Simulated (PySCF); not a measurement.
## Dipole moment and polarisability of SiH(OAc)3

Compound: SiH(OAc)3, C₆H₁₀O₆Si.
Structure used (PBE0-D3(BJ)/def2-SVP), in Å, numbered top down from 1:
```xyz
23
C6H10O6Si angstrom
Si     0.004    0.007    0.527
H      0.028   -0.027    1.990
O      1.527    0.129   -0.190
C      2.354    1.095    0.252
C      3.709    1.022   -0.375
O      1.994    1.906    1.066
H      4.337    1.840   -0.006
H      3.613    1.074   -1.469
H      4.168    0.051   -0.136
O     -0.871    1.294   -0.126
C     -2.133    1.469    0.311
C     -2.787    2.671   -0.290
O     -2.634    0.711    1.101
H     -3.811    2.767    0.087
H     -2.790    2.577   -1.386
H     -2.202    3.568   -0.044
O     -0.678   -1.358   -0.194
C     -0.224   -2.565    0.194
C     -0.962   -3.692   -0.452
O      0.683   -2.671    0.980
H     -0.549   -4.651   -0.121
H     -0.890   -3.600   -1.546
H     -2.029   -3.625   -0.193
```

Level: CAM-B3LYP/def2-SVPD (PySCF), static field, nuclei fixed, core orbitals frozen in the response. The polarisability tensor in these axes (au):

```
x   120.04  -0.12  -0.05
y    -0.12 119.40   0.63
z    -0.05   0.63  93.99
```

Problem. What are the eigenvalues, a third of the trace, and Δα (Δα² = ½Σ(αi − αj)² over the three pairs)?

Solution. Principal values 93.97, 119.39 and 120.06 au; mean 111.14 au = 16.47 Å³ = 18.32 × 10⁻⁴⁰ C²·m²/J; Δα = 25.76 au (23 % of the mean).

Problem. What is the dipole moment, and where does it point?

Solution. (-0.08, 0.05, -3.51) D, 3.51 D in size, pointing from the negative to the positive side. Measured along this direction, the outermost atoms are H2 at the negative end and H22, H15 and H8 at the positive end.

Problem. Find the Langevin capture rate constant for NO+ (29.998 u) meeting this molecule (206.025 u), k = 2.342 × 10⁻⁹ cm³/s × √(α in Å³ / reduced mass in u).

Solution. The reduced mass is 26.19 u, so k = 1.86 × 10⁻⁹ cm³/s. The formula leaves out the permanent dipole, which adds to the capture rate.

Problem. Estimate the molar refractivity from the static electronic polarisability.

Solution. Lorentz–Lorenz: R = (4π/3)N_A α = 2.5225 cm³/(mol·Å³) × 16.47 Å³ = 41.5 cm³/mol, in the limit of long wavelengths.

Problem. In TDDFT the mean static polarisability is Σ f/ω² over all singlet excitations (ω in hartree). How much of it do the 10 lowest give? Their energies (eV) and oscillator strengths: 5.85, 0.0004; 5.85, 0.0008; 5.85, 0.0010; 8.04, 0.0126; 8.05, 0.0582; 8.06, 0.0590; 8.32, 0.0368; 8.34, 0.0844; 8.34, 0.0868; 8.47, 0.0554.

Solution. They add up to 4.32 au, 3.9 % of the 111.14 au; the largest single term is 0.92 au, from the state at 8.34 eV. Terms in order: 0.01, 0.02, 0.02, 0.14, 0.66, 0.67, 0.39, 0.90, 0.92, 0.57 au. Higher excitations give the rest. The strengths listed sum to 0.395.

Problem. What are the principal values of the traceless quadrupole moment, Θ = ½Σq(3rr − r²1), about the centre of nuclear charge?

Solution. -8.29, 3.59, 4.70 D·Å. The values depend on the origin, since the dipole doesn't vanish. The electronic extent ⟨r²⟩ about the same centre is 3124 bohr², a root-mean-square distance of 2.85 Å for the 108 electrons.

Isolated species at its PBE0-D3(BJ)/def2-SVP geometry (one conformer only).
